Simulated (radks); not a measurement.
The lutetium ion Lu+, 70 electrons, occupied as [Xe] 4f14 6s1 5d1 (not the ground configuration). Method: Dirac Kohn-Sham, BLYP, spin-unpolarised, spherical densities, finite nucleus; open shells fill j = l - 1/2 first; Fermi nuclear charge, rms radius 5.37 fm; computed with a radial shooting solver on a logarithmic mesh with Libxc functionals. Some entries of the table are withheld. Estimate them.

orbital,occ.,eigenvalue (eV),r(max) (bohr),<r> (bohr)
1s1/2,2,-63156.82,0.01213,0.01932
2s1/2,2,-10750.08,0.06950,0.08124
2p1/2,2,-10263.08,0.05192,0.06740
2p3/2,4,-9145.231,0.05844,0.07501
3s1/2,2,-2440.857,0.1960,0.2122
3p1/2,2,-2224.968,(1),0.2020
3p3/2,4,-1986.562,(2),0.2162
3d3/2,4,-1619.293,(3),0.1898
3d5/2,6,-1567.236,(4),0.1942
4s1/2,2,-490.8039,0.4465,0.4779
4p1/2,2,-402.8427,0.4474,(5)
4p3/2,4,-348.5537,0.4761,(6)
4d3/2,4,-203.7742,0.4757,0.5409
4d5/2,6,-193.8636,0.4849,0.5524
5s1/2,2,-67.3123,1.044,1.172
5p1/2,2,-43.0128,1.134,(7)
5p3/2,4,-36.1286,1.224,(8)
4f5/2,6,-16.8222,0.4656,0.7163
4f7/2,8,-15.2992,0.4710,0.7325
6s1/2,1,-10.1885,2.907,3.355
5d3/2,1,(9),(10),2.469
5d5/2,0,(11),(12),2.562

Answer. 
(1) 3p1/2 r(max) (bohr): 0.1838
(2) 3p3/2 r(max) (bohr): 0.1973
(3) 3d3/2 r(max) (bohr): 0.1551
(4) 3d5/2 r(max) (bohr): 0.1589
(5) 4p1/2 <r> (bohr): 0.4849
(6) 4p3/2 <r> (bohr): 0.5177
(7) 5p1/2 <r> (bohr): 1.317
(8) 5p3/2 <r> (bohr): 1.431
(9) 5d3/2 eigenvalue (eV): -7.9931
(10) 5d3/2 r(max) (bohr): 1.777
(11) 5d5/2 eigenvalue (eV): -7.6077
(12) 5d5/2 r(max) (bohr): 1.843
